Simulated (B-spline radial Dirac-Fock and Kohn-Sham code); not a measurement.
Method: the Dirac equation of a negative muon with reduced mass in the field of a spherical finite nucleus, with the Uehling potential to all orders; nuclear polarisation, deformation, hyperfine structure, self-energy, higher-order vacuum polarisation, relativistic recoil and electron screening are left out. Computed with a radial B-spline solver. The nuclear charge is a Fermi distribution (skin thickness 2.3 fm).

Problem. A muonic atom of atomic mass 77.92 u emits these computed lines: 2p3/2 → 1s1/2 1958 keV, 3d5/2 → 2p3/2 455.3 keV, 4f7/2 → 3d5/2 158.9 keV, 5g9/2 → 4f7/2 73.36 keV. Which element is it, and what rms charge radius was used?

Solution. Selenium (Z = 34, nuclide ⁷⁸Se); the high transitions hardly feel the nucleus and fix Z. The 2p → 1s line lies 526.0 keV below the value for a point nucleus without QED, which for this nuclear model gives a radius near 4.14 fm (4.1406 fm was used).
